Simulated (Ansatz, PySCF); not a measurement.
This PySCF input computes a CAM-B3LYP/def2-TZVPD energy:

```python
from pyscf import gto, scf, dft

mol = gto.M(
    atom='''
    Si    0.03863853    0.17921222   -0.46970711
    Cl    0.27826651   -0.93227476    1.47154191
    N     1.18354095    0.05475074   -1.61906240
    N    -0.01114372    1.83774123    0.11822405
    N    -1.59070089   -0.41737527   -0.76689801
    H     1.21664943   -0.82033176   -2.12908882
    H     0.85571530    2.30563504   -0.11815414
    H    -0.15758083    1.91917853    1.11572890
    H    -2.07636490    0.10567909   -1.48483983
    H    -2.18176355   -0.49627789    0.05019531
    ''',
    basis='def2-tzvpd',
    charge=-1,
    spin=0,
    verbose=4,
)

mf = dft.RKS(mol, xc='camb3lyp').density_fit(auxbasis='def2-universal-jkfit')
mf.grids.level = 3
mf.conv_tol = 1e-9
mf.max_cycle = 100
mf.max_memory = 1500
mf.kernel()
if not mf.converged:
    mf = mf.newton()
    mf.kernel(mf.make_rdm1())
mf.analyze()
```

Q: Write an input for the same energy in Ansatz (a first-principles code) and say what it gives.

A: 
Ansatz 0.2 input:
```yaml
crystal:
  periodic: [false, false, false]
  atoms:
    - {symbol: Si, position_ang: [0.03863853, 0.17921222, -0.46970711]}
    - {symbol: Cl, position_ang: [0.27826651, -0.93227476, 1.47154191]}
    - {symbol: N, position_ang: [1.18354095, 0.05475074, -1.61906240]}
    - {symbol: N, position_ang: [-0.01114372, 1.83774123, 0.11822405]}
    - {symbol: N, position_ang: [-1.59070089, -0.41737527, -0.76689801]}
    - {symbol: H, position_ang: [1.21664943, -0.82033176, -2.12908882]}
    - {symbol: H, position_ang: [0.85571530, 2.30563504, -0.11815414]}
    - {symbol: H, position_ang: [-0.15758083, 1.91917853, 1.11572890]}
    - {symbol: H, position_ang: [-2.07636490, 0.10567909, -1.48483983]}
    - {symbol: H, position_ang: [-2.18176355, -0.49627789, 0.05019531]}
basis:
  gaussian:
    orbitals: def2-TZVPD
hamiltonian:
  xc: {name: CAM-B3LYP}
total_charge: -1
output: {forces: true}
```
It gives -917.17849 Eh, and PySCF -917.17856 Eh, a difference of 0.07 mEh, from the treatment of integrals and grids.

It need not be the lowest isomer of its formula. Whether it binds its extra electron was not tested at this geometry.
